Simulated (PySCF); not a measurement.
A scan of RuH with bad points

PBE0; PySCF, scalar-relativistic core potentials, basis sets H cc-pVDZ, Ru cc-pVDZ-PP with ECP28; quartet, unpaired electrons π ↑, δ ↑↑ requested.

```tsv
R (Å)	E (eV)	⟨S²⟩	⟨Lz²⟩	μ (D)
1.430	0.291	3.77	1.61	1.92
1.494	0.107	3.77	1.65	2.04
1.541	0.032	3.77	1.68	2.13
1.589	0.000	3.77	1.71	2.22
1.637	0.003	3.77	1.73	2.31
1.700	0.050	3.78	1.75	2.43
1.780	0.159	3.78	1.78	2.59
1.875	-0.412	3.79	4.24	2.98
```

The run flagged 1.875 Å: there the SCF either missed its threshold or ended in another occupation than the one requested, so the fit leaves that out.
